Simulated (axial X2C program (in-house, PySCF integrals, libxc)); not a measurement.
## SrY: cheaper levels and CCSD(T), with spin–orbit coupling

All values were computed with an in-house all-electron X2C program for linear molecules (integrals from PySCF). Two-component (2c) means X2C with spin–orbit coupling and atomic mean-field two-electron Coulomb and Gaunt terms. Basis: Y dyall-cv3z [11s12p9d6f3g], Sr dyall-cv3z [13s12p8d5f1g] (cores contracted in-house); Gaussian nuclei, density fitting, unrestricted open shells. Masses: Y 88.906 u, Sr 87.906 u.

State: Ω = 1/2 (⟨Sz⟩ = 0.50, ⟨Lz⟩ = 0.00 at HF); fragments Y + Sr.

| level | Re (Å) | ωe (cm⁻¹) |
| --- | --- | --- |
| PBE0 | 3.276 | 134.9 |
| HF | 3.416 | 133.3 |
| CCSD | 3.394 | 132.8 |
| BLYP | 3.321 | 124.5 |

Correlated methods: 5 electrons correlated (number of frozen shells: Y 4 s, 3 p, 1 d; Sr 4 s, 3 p, 1 d), 375 virtual spin orbitals or spinors in MP2, 90 natural virtuals in coupled cluster.

CCSD(T), same Hamiltonian and basis:

Re = 3.398 Å, ωe = 131.9 cm⁻¹; T1 = 0.078 (Lee–Taylor normalisation).

Problem. Give the differences from CCSD(T) in the columns below.

Solution. 

```csv
level,ΔRe (Å),Δωe (cm⁻¹)
PBE0,-0.122,3.0
HF,0.018,1.4
CCSD,-0.004,0.9
BLYP,-0.077,-7.4
```

Occupations by symmetry block were frozen at the best pattern of an incomplete PBE0 search. De is not given where an atomic determinant may have missed its ground term or J level, or where the truncated virtual space spoils (T). Density functionals use the spin component along the axis (collinear). CCSD and (T) use frozen natural virtuals with an MP2 correction for the truncation; (T) itself is uncorrected, so its De runs slightly low. Other states lie close and PBE0, whose exact exchange favours high spin, may order them wrongly; the determinant shown need not be the ground state. The nearest other 2c determinant of the search, Ω = 3/2, lies 0.04 eV up at the distance of the search. The functionals have no current-density term, which raises determinants with orbital currents, atoms included. With several unpaired electrons one determinant need not be a pure state. The outer-core s and p shells of the metal are frozen in the correlated rows, which leaves out core–valence correlation; for alkali and alkaline-earth bonds that tends to lengthen them. At some level and bond length an empty orbital lies below a filled one. The determinant is spin-polarised beyond a pure state at some levels (its spin-free form has ⟨S²⟩ too high), which makes Re and μ there less reliable. The T1 diagnostic is large, a sign of multireference character. With the outer-core shells frozen, correlated bond lengths of heavy atoms tend to come out a few hundredths of an ångström too long.
